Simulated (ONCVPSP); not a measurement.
How hard is this lithium (Li) ONCV potential?

lithium, optimised norm-conserving Vanderbilt (ONCV), made with ONCVPSP 4.0.1 (PBEsol, scalar-relativistic). Core [He], reference 2s1. Waves: 2s: rc 3.20 bohr, ncon 4, nbas 9, qcut 2 1/bohr, 2 projectors, debl 2.6 Ha; p scattering state at 0.29 Ha: rc 2.95 bohr, ncon 4, nbas 7, qcut 3.3 1/bohr, 2 projectors, debl 1.5 Ha; d scattering state at 0.42 Ha: rc 2.90 bohr, ncon 3, nbas 6, qcut 2.8 1/bohr, 2 projectors, debl 1 Ha. Local part: polynomial inside 2.80 bohr (lpopt 5, dvloc0 2 Ha). Core correction: polynomial model core, fcfact 0.65.

In the p channel the program set the typed energies aside and used 0.050, 1.550 Ha.

Problem. For each optimised wave give the share of its norm inside rc, the residual kinetic energy above qcut (Ha) and the cutoffs (Ha) for errors of 10, 1, 0.1 and 0.01 mHa per electron.

Solution.

```json
{"wave": "2s", "norm inside rc": "0.372", "residual KE": "2.2e-04", "10 mHa": "0.3", "1 mHa": "1.3", "0.1 mHa": "3.5", "0.01 mHa": "20.5"}
{"wave": "s projector 2", "norm inside rc": "0.250", "residual KE": "4.2e-01", "10 mHa": "6.7", "1 mHa": "24.9", "0.1 mHa": "30.7", "0.01 mHa": "39.2"}
{"wave": "p projector 1", "norm inside rc": "0.543", "residual KE": "2.6e-05", "10 mHa": "1.9", "1 mHa": "3.5", "0.1 mHa": "4.8", "0.01 mHa": "9.1"}
{"wave": "p projector 2", "norm inside rc": "0.369", "residual KE": "5.3e-03", "10 mHa": "4.7", "1 mHa": "11.2", "0.1 mHa": "21.4", "0.01 mHa": "24.7"}
{"wave": "d projector 1", "norm inside rc": "0.136", "residual KE": "2.2e-05", "10 mHa": "1.0", "1 mHa": "1.8", "0.1 mHa": "3.0", "0.01 mHa": "4.6"}
{"wave": "d projector 2", "norm inside rc": "0.227", "residual KE": "1.1e-03", "10 mHa": "2.8", "1 mHa": "4.2", "0.1 mHa": "8.5", "0.01 mHa": "18.3"}
```

The occupied waves need 1.3 Ha and 3.5 Ha for 1 and 0.1 mHa. The cutoffs count occupied waves only; projector 2 of the s channel, the hardest unoccupied one, needs 25 Ha at the loose tolerance.
